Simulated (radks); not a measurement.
Problem. Coherent X-ray form factor from a spherical all-electron density. Calculated with a radial shooting solver on a logarithmic mesh with Libxc functionals: Dirac Kohn-Sham, PBEsol, spin-unpolarised, spherical densities, finite nucleus; Fermi nuclear charge, rms radius of each element as measured or else 0.836 A^(1/3) + 0.57 fm.

| sin(theta)/lambda (1/angstrom) | f0 (electrons) |
|---|---|
| 0.05 | 49.288 |
| 0.1 | 47.358 |
| 0.15 | 44.689 |
| 0.2 | 41.759 |
| 0.25 | 38.878 |
| 0.3 | 36.180 |
| 0.4 | 31.415 |
| 0.5 | 27.444 |
| 0.6 | 24.239 |
| 0.8 | 19.809 |
| 1 | 16.991 |
| 1.25 | 14.224 |
| 1.5 | 11.728 |
| 2 | 7.942 |

The species is in the configuration that NIST lists as its ground one. Which atom or ion scatters so?

Solution. The tellurium ion Te2+, [Kr] 4d10 5s2 5p2. Extrapolating in s^2 from the first two rows gives f0(0) = 49.9, near the electron count 50; among species with that count, the fall with angle is slower the higher Z, and the table is that of Z = 52; from so few rows the species is fixed only to a neighbour or two.
